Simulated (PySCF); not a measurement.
## Löwdin shares of the frontier orbitals

C6H12FOP.
Geometry (PBE0-D3(BJ)/def2-SVP, Å), atoms numbered from 1 in this order:
```
atom  x, y, z in Å
C1     2.312   -0.880    0.318
O2     1.165   -0.075    0.310
C3     0.551    0.115   -0.936
C4    -0.253    1.409   -0.865
P5    -1.671    1.407    0.346
C6    -2.395   -0.253   -0.092
C7    -1.387   -1.382   -0.276
C8    -0.349   -1.055   -1.329
F9     0.429   -2.175   -1.560
H10    2.752   -0.804    1.323
H11    3.059   -0.526   -0.418
H12    2.090   -1.937    0.100
H13    1.328    0.209   -1.723
H14   -0.666    1.654   -1.858
H15    0.421    2.233   -0.590
H16   -0.907    0.966    1.468
H17   -2.980   -0.104   -1.017
H18   -3.129   -0.510    0.688
H19   -1.896   -2.314   -0.574
H20   -0.860   -1.582    0.670
H21   -0.845   -0.804   -2.286
```

Method: TDDFT CAM-B3LYP/def2-SVPD, vertical, gas phase, core orbitals frozen in the response (PySCF 2.14.0, density-fitted response routines).

Kohn–Sham orbitals with the atoms that hold most of them (Löwdin shares over 4%, at most four atoms; ? is withheld):

```
orbital  ε (eV)                           atoms
 HOMO-3  -10.23     O2 31%, P5 8%, C1 7%, C3 7%
 HOMO-2  -10.07   C6 18%, P5 15%, C4 14%, C7 9%
 HOMO-1   -8.98     O2 46%, C1 9%, C8 9%, C3 9%
   HOMO   -8.16                               ?
   LUMO    1.24                               ?
 LUMO+1    1.54  P5 15%, C6 11%, H18 10%, C4 8%
 LUMO+2    1.67  C1 24%, H10 10%, H11 9%, O2 9%
```

Question: Give the leading atoms of the LUMO.

Answer: C6 (bonded to C, P and 2 H) 9%; C4 (bonded to C, P and 2 H) 9%; H14 (bonded to C) 8%; H17 (bonded to C) 8%. By element: carbon 18% or more, hydrogen 15% or more.

Question: Give the leading atoms of the HOMO.

Answer: P5 (bonded to 2 C and H) 60%; C4 (bonded to C, P and 2 H) 9%; C6 (bonded to C, P and 2 H) 9%; H16 (bonded to P) 7%. By element: phosphorus 60%, carbon 18% or more, hydrogen 7% or more.

Question: The HOMO–LUMO gap is 9.40 eV. Where does the response calculation put the lowest singlet, and from which orbitals?

Answer: S1 is at 6.51 eV (f = 0.053), 2.89 eV below the gap, made of HOMO→LUMO+1 (46%), HOMO→LUMO (38%). Its leading pair isn't HOMO and LUMO; the energies of that pair differ by 9.70 eV. 

Next come S2 at 6.68 eV (f 0.049), HOMO→LUMO (33%), HOMO→LUMO+3 (30%), HOMO→LUMO+1 (22%); S3 at 7.22 eV (f 0.0085), HOMO→LUMO+3 (35%), HOMO→LUMO+2 (26%), HOMO→LUMO (12%); S4 at 7.31 eV (f 0.0062), HOMO-1→LUMO (53%), HOMO-1→LUMO+2 (13%), HOMO→LUMO+2 (12%); S5 at 7.45 eV (f 0.140), HOMO→LUMO+6 (47%), HOMO→LUMO+7 (20%), HOMO-1→LUMO (10%).

Hardware: Intel Xeon 6975P-C, one thread (shared host). Cost: 5.2 min wall, 1.6 GiB resident at most.

One conformer stands for the species.

Without π bonds the low states may be Rydberg-like; a valence basis with one diffuse set may place them up to an eV too high.
